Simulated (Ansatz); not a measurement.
Si(NMe2)H3 (C2H9NSi) was relaxed with PBE0-D4 (def2-SVP) in Ansatz in these states: charge +1 doublet, neutral singlet. The geometries follow in no particular order.

A:

Cartesian coordinates in Å:
```
Si -1.498 -0.841 -0.390
N 0.082 0.045 0.022
C 0.492 0.237 1.383
C 0.927 0.570 -1.012
H 1.395 -0.376 1.576
H -0.295 -0.064 2.086
H 0.780 1.289 1.551
H 0.447 0.506 -1.996
H 1.208 1.613 -0.785
H 1.869 -0.016 -1.038
H -1.687 -1.785 0.735
H -1.237 -1.451 -1.713
H -2.483 0.273 -0.419
```

B:

```xyz
13

Si    1.091    0.555   -1.100
N     0.073   -0.045    0.171
C    -0.355   -1.420    0.198
C    -0.744    0.845    0.956
H    -0.398   -1.797    1.237
H     0.351   -2.059   -0.354
H    -1.361   -1.572   -0.246
H    -0.321    1.862    0.958
H    -1.788    0.918    0.587
H    -0.793    0.507    2.008
H     2.122   -0.485   -1.396
H     1.729    1.820   -0.622
H     0.394    0.872   -2.396
```

Problem. Judge from the bond lengths which geometry belongs to which state (an estimate).

Solution. A is the charge +1 doublet (Si1–N2 1.858 Å, Si1–H13 1.487 Å, Si1–H11 1.480 Å); B is the neutral singlet (Si1–N2 1.735 Å, Si1–H13 1.505 Å, Si1–H11 1.495 Å).
